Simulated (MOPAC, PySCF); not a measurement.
[Mo(Cl)5(NH2)], neutral singlet in the gas phase. 

Cartesian coordinates (Å):
```xyz
9

Mo     0.0182     0.1006     0.0651
Cl     1.6633    -1.4831     0.5576
Cl     0.7028     0.5766    -2.0903
Cl     1.5346     1.6536     0.9264
Cl    -1.0971     0.0461     2.0873
Cl    -1.2279    -1.7222    -0.6940
N     -1.3572     1.4294    -0.3634
H     -1.4250     1.9156    -1.2640
H     -2.0955     1.7202     0.2865
```
Charge 0, spin multiplicity 1.

All levels are single points at this geometry (TPSS-D3(BJ)/def2-SVP); Pople sets use spherical d functions. Orbital energies aren't observables, and empty levels follow the basis.

```json
[
 {"level": "B3LYP-D3(BJ)/def2-TZVP in PySCF", "HOMO (eV)": "-8.18", "LUMO (eV)": "-5.62", "gap (eV)": "2.56", "dipole (D)": "3.63", "vertical IE, Delta-SCF (eV)": "–"},
 {"level": "PBE-D3(BJ)/def2-TZVP in PySCF", "HOMO (eV)": "-7.08", "LUMO (eV)": "-5.91", "gap (eV)": "1.17", "dipole (D)": "3.43", "vertical IE, Delta-SCF (eV)": "–"},
 {"level": "TPSSh-D3(BJ)/def2-TZVP in PySCF", "HOMO (eV)": "-7.73", "LUMO (eV)": "-5.78", "gap (eV)": "1.95", "dipole (D)": "3.62", "vertical IE, Delta-SCF (eV)": "–"},
 {"level": "B3LYP/6-311+G** (LANL2DZ on Mo) in PySCF", "HOMO (eV)": "-8.33", "LUMO (eV)": "-6.01", "gap (eV)": "2.32", "dipole (D)": "3.76", "vertical IE, Delta-SCF (eV)": "–"},
 {"level": "M06-2X/6-31G* (LANL2DZ on Mo) in PySCF", "HOMO (eV)": "-9.92", "LUMO (eV)": "-5.36", "gap (eV)": "4.56", "dipole (D)": "4.52", "vertical IE, Delta-SCF (eV)": "–"},
 {"level": "PBE/6-31G* (LANL2DZ on Mo) in PySCF", "HOMO (eV)": "-7.16", "LUMO (eV)": "-6.20", "gap (eV)": "0.96", "dipole (D)": "3.90", "vertical IE, Delta-SCF (eV)": "–"},
 {"level": "HF/6-31G* (LANL2DZ on Mo) in PySCF", "HOMO (eV)": "-11.78", "LUMO (eV)": "-3.62", "gap (eV)": "8.16", "dipole (D)": "5.42", "vertical IE, Delta-SCF (eV)": "–"},
 {"level": "AM1 in MOPAC", "HOMO (eV)": "-12.20", "LUMO (eV)": "-4.34", "gap (eV)": "7.85", "dipole (D)": "5.07", "vertical IE, Delta-SCF (eV)": "–"},
 {"level": "PM6 in MOPAC", "HOMO (eV)": "-10.46", "LUMO (eV)": "-1.67", "gap (eV)": "8.78", "dipole (D)": "4.20", "vertical IE, Delta-SCF (eV)": "–"}
]
```
